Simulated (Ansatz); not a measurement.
Gas-phase electronic energies from Ansatz, PBE0-D4/def2-TZVP geometries. CCSD(T)/CBS is the MP2 limit (def2-TZVPP, def2-QZVPP) plus CCSD(T) − MP2 in def2-TZVPP, frozen cores. This one scheme is used for every species. Functionals use def2-TZVPP. For Se outer-core shells are correlated without core-valence functions, which leaves a few kJ/mol of doubt a bond. Scalar relativity is left out up to krypton. Each species was taken in one conformer, which may not be the lowest.

Consider the substitution at a C–Si bond: `C[Si](Cl)(Cl)Cl` + `CB(O)[SeH]` → `COB(C)[SeH]` + `Cl[SiH](Cl)Cl`.

| level | ΔE (kcal/mol) |
| --- | --- |
| r2SCAN-D4 | 25.8 |
| PBE0-D4 | 25.8 |
| ωB97M-V | 25.7 |
| B2PLYP | 24.5 |
| PBE | 24.8 |
| CCSD/def2-TZVPP | 24.6 |
| CCSD(T)/def2-TZVPP | 24.7 |
| MP2/CBS(def2) | 26.7 |

(1) What does CCSD(T)/CBS give? (An estimate is asked.)

Largest T1 diagnostic among the species: 0.011.

## Answers

(1) Computed: +25.1 kcal/mol. The listed levels differ from it by 0.7, 0.7, 0.6, -0.6, -0.3, -0.5, -0.4, 1.6 kcal/mol.

In def2-TZVPP, CCSD(T) changes the Hartree–Fock value by +2.0 kcal/mol (the triples alone add +0.1 kcal/mol) and MP2 by +3.7 kcal/mol.
